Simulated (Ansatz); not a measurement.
Reaction (ligand exchange at a Li–F bond): `[Li][F]` + `C[Si](C)(C)O` → `[Li][O][Si](C)(C)C` + H–F

Computed with Ansatz on PBE0-D4/def2-TZVP structures; ΔE is electronic, products minus reactants. CBS: MP2 limit from def2 TZ/QZ plus the TZ coupled-cluster correction, frozen cores. This one scheme is used for every species. Functionals use def2-TZVPP. For Li outer-core shells are correlated without core-valence functions, which leaves a few kJ/mol of doubt a bond. Each species was taken in one conformer, which may not be the lowest.

```json
{"level": "revPBE-D4", "ΔE (eV)": "0.39"}
{"level": "PBE", "ΔE (eV)": "0.44"}
{"level": "CCSD/def2-SVP", "ΔE (eV)": "0.24"}
{"level": "HF/def2-QZVPP", "ΔE (eV)": "0.40"}
```

Task: What does CCSD(T)/CBS give? (An estimate is asked.)

Result: Computed: +0.32 eV. The listed levels differ from it by 0.07, 0.12, -0.08, 0.08 eV.

Task: What do rigid-rotor, harmonic-oscillator terms from PBE0-D4/def2-TZVP frequencies (298.15 K, 1 bar) make of the CCSD(T)/CBS value? (Best estimate.)

Result: Ansatz gave: ΔZPE = -0.05 eV, ΔH = +0.29 eV, ΔS = -12 J/(mol·K), ΔG = +0.33 eV.

Largest T1 diagnostic among the species: 0.013.

At CCSD(T), def2-SVP lies −0.10 eV from the extrapolated value and def2-TZVPP −0.02 eV. In def2-TZVPP, CCSD(T) changes the Hartree–Fock value by −0.11 eV (the triples alone add −0.02 eV) and MP2 by −0.11 eV. From BLYP to BHLYP (50 % exact exchange), in def2-TZVPP and without D4, ΔE moves by −0.04 eV.
